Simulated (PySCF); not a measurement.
# Mo⁺: ionisation energy

Mo⁺ [Kr] 4d5 (6S) → Mo²⁺ [Kr] 4d4 (5D), as a difference of total energies. Calculation: PySCF 2.14, in x2c-SVPall (6s5p5d1f, 53 functions); scalar relativity by spin-free X2C-1e. Correlated levels: valence: [Kr] frozen. The calculations carry no spin-orbit coupling.

```json
{"method": "UHF", "ionisation energy (eV)": "15.126"}
{"method": "B3LYP", "ionisation energy (eV)": "16.291"}
{"method": "BP86", "ionisation energy (eV)": "16.595"}
{"method": "MP2 (valence)", "ionisation energy (eV)": "15.661"}
{"method": "SCS-MP2 (valence)", "ionisation energy (eV)": "15.304"}
```

How much does correlation contribute at MP2 (valence)?

15.661 − (15.126) = 0.535 eV, measured against UHF.

The reference lies between the lowest fine-structure levels, while these numbers refer to the centres of the terms.

Errors of the correlated levels include the incompleteness of this basis and the frozen core.

For comparison: 16.16 ± 0.12 eV (semi-empirical (NIST evaluation); NIST Atomic Spectra Database, ionization energies).
